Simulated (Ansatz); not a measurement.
Reaction (silylene formation by 1,1-elimination): `C=N[SiH](C)F` → `C[Si]F` + `C=N`

Isolated molecules relaxed with PBE0-D4/def2-TZVP in Ansatz; ΔE leaves out vibrations. CCSD(T)/CBS adds triple-zeta CCSD(T) − MP2 to the extrapolated MP2 energy (def2 sets, frozen cores). This one scheme is used for every species. DFT in def2-TZVPP. B3LYP here is the variant with VWN-RPA as its local correlation; programs differ in this. One conformer a species, not always the lowest.

```
             level  ΔE (kJ/mol)  difference from CCSD(T)/CBS
            PBE-D4        242.1                         -9.4
         revPBE-D4        239.7                        -11.8
           PBE0-D4        258.0                          6.5
          B3LYP-D4        247.3                         -4.2
        r2SCAN0-D4        275.2                         23.7
          PBE-QIDH        268.7                         17.2
            r2SCAN        267.0                         15.5
           r2SCANh        269.1                         17.6
SCS-MP2/def2-TZVPP        256.9                          5.4
     HF/def2-QZVPP        253.3                          1.8
       CCSD(T)/CBS        251.5                            0
```

Largest T1 diagnostic among the species: 0.014.

Leaving LDA and LC-ωPBE aside and taking each functional with its dispersion term where it has one, the values, not all of them listed here, spread over 43.2 kJ/mol, from BLYP-D4 to r2SCAN0-D4. LDA lies +35.7 kJ/mol from PBE without D4. The D4 term adds +13.8 kJ/mol with B3LYP and +7.6 kJ/mol with PBE0; it sums over pairs of atoms, weighted by their polarisabilities, and B3LYP, whose exchange is more repulsive, gets the larger term.

CCSD(T)/CBS has its own doubt, a few kJ/mol and more with outer-core shells, so smaller differences from it don't rank the levels.
